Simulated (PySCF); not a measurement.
C₄H₁₀O. Atoms are numbered in the order given.

```xyz
15

C     -0.2936    -2.5154     0.0000
C      0.5268    -1.2265     0.0000
C     -0.3372     0.0342     0.0000
C      0.4705     1.3211     0.0000
O     -0.4255     2.4139     0.0000
H     -0.9445    -2.5726     0.8882
H      0.3518    -3.4079     0.0000
H     -0.9445    -2.5726    -0.8882
H      1.1934    -1.2138    -0.8815
H      1.1934    -1.2138     0.8815
H     -1.0005     0.0413    -0.8827
H     -1.0005     0.0413     0.8827
H      1.1342     1.3381    -0.8905
H      1.1342     1.3381     0.8905
H      0.0881     3.2305     0.0000
```

Geometry optimised at B3LYP-D3(BJ)/def2-SVP. The values are those of a single conformer.

These are B3LYP/def2-TZVP run with PySCF values and carry that method's errors.

The molecule is in vacuum.

total energy: -233.76493 hartree
point group: Cs
highest occupied level: -7.54 eV
lowest empty level: 0.74 eV
orbital gap: 8.28 eV
dipole moment: 1.53 D
quadrupole, principal values (traceless, Buckingham form, about the centre of nuclear charge): -6.21, -0.81, 7.02 D·Å
mean static polarisability: 55.8 bohr³ (8.27 Å³)
polarisability, principal values: 49.2, 52.7, 65.5 bohr³
